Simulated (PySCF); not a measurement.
ClH₃MoO₃Si, SMILES [SiH3][O][Mo](=[O])(=[O])[Cl], multiplicity 1.

Coordinates come from a PBE0-D3(BJ)/def2-SVP optimisation. The spin state was assumed, not searched. The def2 effective core potentials stand for the cores of Mo; spin–orbit coupling is left out. Other conformers were not sampled.

Two levels are set side by side: TDDFT-PBE/def2-SVPD (PySCF) and TDDFT-CAM-B3LYP/def2-SVPD (PySCF). Vertical, same geometry. The lowest singlet is HOMO→LUMO 93 % with PBE and HOMO→LUMO+1 58 %, HOMO−4→LUMO+1 20 %, HOMO−2→LUMO+1 18 % with the other functional; states are paired by order. Differences are taken from unrounded values.

```
quantity                              TDDFT-CAM-B3LYP  TDDFT-PBE  TDDFT-PBE minus TDDFT-CAM-B3LYP
------------------------------------  ---------------  ---------  -------------------------------
lowest singlet excitation (eV)                   4.87       4.44                            -0.43
lowest triplet excitation (TDA) (eV)             4.33       4.00                            -0.33
```

Functionals without exact exchange tend to place singlet excitations lower, as here. Differences between two approximate levels are no errors against the true value.

Rough cost on one machine, each run with all the roots and properties that it gave: TDDFT-CAM-B3LYP against TDDFT-PBE about 9 times.
